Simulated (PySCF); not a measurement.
AsF2H3Si.

```xyz
7

Si    -1.0154     0.3839     0.0000
F     -1.6759    -0.3161    -1.3035
F     -1.6759    -0.3161     1.3035
As     1.2957    -0.1020     0.0000
H     -1.4224     1.8088     0.0000
H      1.5230     0.9373     1.1017
H      1.5230     0.9373    -1.1017
```

Geometry: B3LYP-D3(BJ)/def2-SVP.

The numbers are results of PBE0/pcSseg-1 (PySCF), not measurements. Non-relativistic, no solvent.

Question: Give the absolute GIAO shielding of each atom: isotropic value and principal components (ppm). (Estimate from the structure and the level; the computed values follow.)

Answer: 
```csv
atom,σ(iso),σ11,σ22,σ33,span
Si1,329.6,288.2,307.6,393.1,104.9
F2,307.7,216.8,343.4,362.9,146.2
F3,307.7,216.8,343.4,362.9,146.2
As4,1911.5,1827.2,1936.4,1971.0,143.8
H5,25.2,21.2,22.7,31.7,10.6
H6,29.2,22.4,24.0,41.2,18.8
H7,29.2,22.4,24.0,41.2,18.8
```
